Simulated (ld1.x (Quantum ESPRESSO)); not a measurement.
# An all-electron radial function and its pseudo partner (iron (Fe))

Columns: radius, all-electron u(r) and pseudo u(r) of the 4p shell (level -14.30 eV) of iron in the configuration [Ne] 3s2 3p6 3d6 4s0 4p0; PBE, scalar-relativistic, PAW scheme, ld1.x (Quantum ESPRESSO) 7.5.

```
r (bohr)  all-electron   pseudo
   0.100        0.1502  -0.0360
   0.200        0.1306  -0.1327
   0.300       -0.0158  -0.2599
   0.400       -0.1606  -0.3792
   0.500       -0.2527  -0.4564
   0.600       -0.2856  -0.4719
   0.700       -0.2700  -0.4252
   0.800       -0.2207  -0.3318
   0.900       -0.1505  -0.2155
   1.000       -0.0694  -0.0980
   1.100        0.0158   0.0078
   1.200        0.1004   0.0996
   1.300        0.1815   0.1815
   1.400        0.2570   0.2570
   1.500        0.3260   0.3260
   1.600        0.3879   0.3879
   1.700        0.4424   0.4424
   1.800        0.4895   0.4895
   1.900        0.5296   0.5296
   2.000        0.5628   0.5628
   2.100        0.5896   0.5896
   2.200        0.6104   0.6104
   2.300        0.6257   0.6257
   2.400        0.6359   0.6359
   2.500        0.6416   0.6416
   2.600        0.6431   0.6431
```

How many radial nodes do the two functions have?

The all-electron 4p function has n − l − 1 = 2; the pseudo-wave has 1, since 1 lower shell of the same l stays in the valence.

At about which radius was the pseudo-wave matched?

1.35 bohr, where the columns begin to agree (steps of 0.10 bohr).

Is the pseudo-wave norm-conserving?

No, it belongs to a PAW set: the norm inside the radius is not constrained, and the difference is carried by the augmentation charge.
